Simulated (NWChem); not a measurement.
**Ionisation of H6PSi2**

```
P
Si 1 2.2612
H 2 1.4930 1 109.45
H 2 1.4970 3 109.02 1 -119.33
H 2 1.4974 3 109.07 4 -118.27
Si 1 2.2612 2 94.56 3 167.15
H 6 1.4930 1 109.45 2 167.15
H 6 1.4970 7 109.02 1 -119.33
H 6 1.4974 7 109.07 8 -118.27
```
Charge 0, spin multiplicity 2.

All runs are NWChem calculations. All single points use one geometry, from UPBE0/def2-SVP, a minimum by its harmonic frequencies.

Basis set: def2-TZVP. The species with one electron less has spin multiplicity 1 and keeps the geometry of the parent. Δ marks differences of total energies (open shells unrestricted). −ε marks an orbital energy of the parent. That orbital need not have the symmetry of the hole or added electron in the Δ rows. That singlet is a closed-shell solution.

B3LYP has NWChem's definition, with VWN1-RPA local correlation. The structure started from a generated list of species. The unpaired electrons of the parent sit in orbitals of symmetry b (C2 labels of the run); other states weren't searched. The stability of the SCF solutions was not checked. Open-shell Hartree-Fock references start from PBE0 orbitals.

Task: Order these methods by the first vertical ionisation energy they give, lowest first: −ε(alpha HOMO) of LDA (SVWN5), −ε(alpha HOMO) of B3LYP, ΔLDA (SVWN5), −ε(alpha HOMO) of HF, ΔB3LYP.

Result: −ε(alpha HOMO) of LDA (SVWN5) (5.97 eV), −ε(alpha HOMO) of B3LYP (6.88 eV), ΔLDA (SVWN5) (8.92 eV), ΔB3LYP (9.09 eV), −ε(alpha HOMO) of HF (10.10 eV)
